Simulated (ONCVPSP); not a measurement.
## PBE ONCV dataset for sulfur (S), scalar-relativistic all-electron reference.

| Quantity | Value |
| --- | --- |
| Element | sulfur (S) |
| Generator | ONCVPSP 4.0.1 |
| Type | optimised norm-conserving Vanderbilt (ONCV) |
| Functional | PBE |
| Relativity | scalar-relativistic |
| Frozen core | [Ne] |
| Valence charge | 6 |
| Reference configuration | 3s2 3p4 |
| Partial waves | 3s: rc 1.25 bohr, ncon 4, nbas 7, qcut 4.4 1/bohr, 2 projectors, debl 1.6 Ha; 3p: rc 1.70 bohr, ncon 3, nbas 8, qcut 5.5 1/bohr, 2 projectors, debl 2.1 Ha |
| Local potential | polynomial inside 0.90 bohr (lpopt 3, dvloc0 2 Ha) |
| Core correction | none |

Calculated quality:

```
Cutoffs needed           : 20 Ha and 46 Ha (the cutoffs (Ha) at which the residual kinetic energy of the hardest occupied pseudo-wave falls to 1 and 0.1 mHa per electron) The cutoffs count occupied waves only; projector 2 of the s channel, the hardest unoccupied one, needs 83 Ha at the loose tolerance.
Ghost test               : no bound ghost flagged; GHOST(+) flagged for s at 138.6 eV
Largest excitation error : +101 meV (all-electron minus pseudo) for 3s2 3p0, out of 4 test configurations
```

Generation and tests took about 2.8 s on one core of a shared server CPU.
